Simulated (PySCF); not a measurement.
**How methods differ on the excitation energy of Ne⁺**

Ne⁺ [He] 2s2 2p5 (2P) → Ne⁺ [He] 2s2 2p4 3s1 (4P), as a difference of total energies. All numbers are calculated (PySCF 2.14, the non-relativistic Hamiltonian (point nucleus), in aug-cc-pwCVQZ (9s8p6d4f2g, 109 functions)). Correlated levels: valence: 1s2 frozen; valence and next inner shell: nothing frozen. The calculations carry no spin-orbit coupling.

```
                                method  excitation energy (cm⁻¹)  error (cm⁻¹)
                                   UHF                    209350         -9826
                                   LDA                    221870         +2686
                                   PBE                    219550          +374
                                  PBE0                    219260           +83
                                r2SCAN                    222020         +2842
                             CAM-B3LYP                    220510         +1335
                                 TPSSh                    219770          +593
                               r2SCAN0                    220770         +1586
                         MP2 (valence)                    220210         +1035
                     SCS-MP2 (valence)                    220890         +1706
    MP2 (valence and next inner shell)                    220470         +1288
SCS-MP2 (valence and next inner shell)                    221030         +1846
```

Reference: 219180 cm⁻¹ (measured; NIST levels, between the centres of gravity of the two terms).

Errors of the correlated levels include the incompleteness of this basis and the frozen core.

The promoted electron is Rydberg-like, and one or two diffuse shells describe it only roughly, which tends to raise the upper state.
